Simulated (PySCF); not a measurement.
# Polarisability and C₆ of Ni (nickel, neutral)

[Ar] 3d7 4s2 4p1, one real determinant (an excited configuration). Computed with PySCF 2.14 in x2c-QZVPPall with one added diffuse shell each of s, p, d, f, g type (12s8p7d5f3g, 133 functions), with the spin-free X2C one-electron Hamiltonian (Gaussian nucleus). Coupled (time-dependent) response in atomic units; α is the mean over directions.

```csv
method,mean α (bohr³),"α xx, yy, zz",C₆ (like pair),S(−4)
PBEsol,68.00,"53.01, 97.66, 53.34",639.4,3087
```

S(−4) is the Cauchy moment in α(ω) = α(0) + S(−4) ω² + …

α(iu) at PBEsol:

```json
{"u (hartree)": "0", "α(iu) (bohr³)": "68.00"}
{"u (hartree)": "0.0500", "α(iu) (bohr³)": "61.47"}
{"u (hartree)": "0.100", "α(iu) (bohr³)": "49.53"}
{"u (hartree)": "0.200", "α(iu) (bohr³)": "30.96"}
{"u (hartree)": "0.300", "α(iu) (bohr³)": "20.40"}
{"u (hartree)": "0.500", "α(iu) (bohr³)": "10.63"}
{"u (hartree)": "0.750", "α(iu) (bohr³)": "6.019"}
{"u (hartree)": "1.00", "α(iu) (bohr³)": "4.006"}
{"u (hartree)": "1.50", "α(iu) (bohr³)": "2.282"}
{"u (hartree)": "2.00", "α(iu) (bohr³)": "1.542"}
{"u (hartree)": "3.00", "α(iu) (bohr³)": "0.8822"}
{"u (hartree)": "5.00", "α(iu) (bohr³)": "0.4202"}
```

A single London oscillator, α(iu) = α/(1 + u²/ω²), gives C₆ = (3/4) ω α². Matching the computed C₆ needs ω = 4 × 639.4 / (3 × 68.00²) = 0.184 hartree.

The components differ because the open shell of this determinant is not spherical; for a pure term their mean is the scalar polarisability.

⟨L²⟩ = 13.93 against 20 for a pure G term, so this real determinant mixes terms.
